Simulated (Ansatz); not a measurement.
`C[Se][SiH2]Cl` + `[CH3][GaH2]` → `[CH3][GaH][Se]C` + `[SiH3]Cl`  (formal exchange of groups at the Se–Si bond)

Computed with Ansatz on PBE0-D4/def2-TZVP structures; ΔE is electronic, products minus reactants. CCSD(T)/CBS is the MP2 limit (def2-TZVPP, def2-QZVPP) plus CCSD(T) − MP2 in def2-TZVPP, frozen cores. This one scheme is used for every species. Functionals use def2-TZVPP. B3LYP here is the variant with VWN-RPA as its local correlation; programs differ in this. HSE06 is defined as in plane-wave codes. For Ga, Se outer-core shells are correlated without core-valence functions, which leaves a few kJ/mol of doubt a bond. Scalar relativity is left out up to krypton. Each species was taken in one conformer, which may not be the lowest.

Problem. Is it downhill or uphill in electronic energy at CCSD(T)/CBS, and by how much? (An estimate is asked.)

Solution. Ansatz gave: Downhill: ΔE = -0.55 eV.

Problem. What do these levels give: LDA (SPW92), BHLYP-D4, B2PLYP, revPBE, BLYP, r2SCAN, B3LYP, r2SCAN0, HSE06, CCSD/def2-SVP, MP2/def2-TZVPP, CCSD/CBS(def2)? (Best estimate.)

Solution. Computed: LDA (SPW92) -0.48, BHLYP-D4 -0.56, B2PLYP -0.56, revPBE -0.50, BLYP -0.56, r2SCAN -0.52, B3LYP -0.56, r2SCAN0 -0.52, HSE06 -0.51, CCSD/def2-SVP -0.60, MP2/def2-TZVPP -0.56, CCSD/CBS(def2) -0.55 eV.

Largest T1 diagnostic among the species: 0.012.

At CCSD(T), def2-SVP lies −0.06 eV from the extrapolated value and def2-TZVPP −0.03 eV. Leaving LDA and LC-ωPBE aside and taking each functional with its dispersion term where it has one, the values, not all of them listed here, spread over 0.14 eV, from B2PLYP to B97M-V.
